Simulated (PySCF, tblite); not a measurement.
Breaking a bond: AlN, triplet.

- GFN2-xTB, 300 K electronic temperature (tblite)
- UCCSD = CCSD on UHF/cc-pVTZ, 6 core orbitals frozen run with PySCF
- UCCSD(T) = CCSD(T) on UHF/cc-pVTZ, 6 core orbitals frozen run with PySCF

Energies are in kcal/mol, each relative to the lowest point of its own curve near equilibrium.

```tsv
R / Å	GFN2-xTB	UCCSD	UCCSD(T)
1.42	58.9	72.3	70.5
1.51	21.7	37.4	35.2
1.60	4.7	18.5	15.3
1.67	0.0	10.4	6.6
1.76	0.4	5.8	6.0
1.79	1.6	3.4	2.7
1.86	5.9	0.8	0.8
1.91	9.8	0.0	0.0
1.98	16.0	0.3	0.2
2.07	24.7	2.5	2.2
2.23	41.0	9.0	8.5
2.39	56.6	17.0	16.4
```

At the longest distance, 2.39 Å, GFN2-xTB lies highest above its minimum (56.6 kcal/mol) and UCCSD(T) lowest (16.4 kcal/mol).

The scan ran from 1.42 to 7.20 Å; beyond the distances shown one of the unrestricted levels run for this scan, shown here or not, changes its spin distribution in one step. The unrestricted determinant behind UCCSD, UCCSD(T) is spin-contaminated at 1.60 to 1.86, 2.39 Å (<S²> up to 2.2, against 2.00 for a pure triplet).
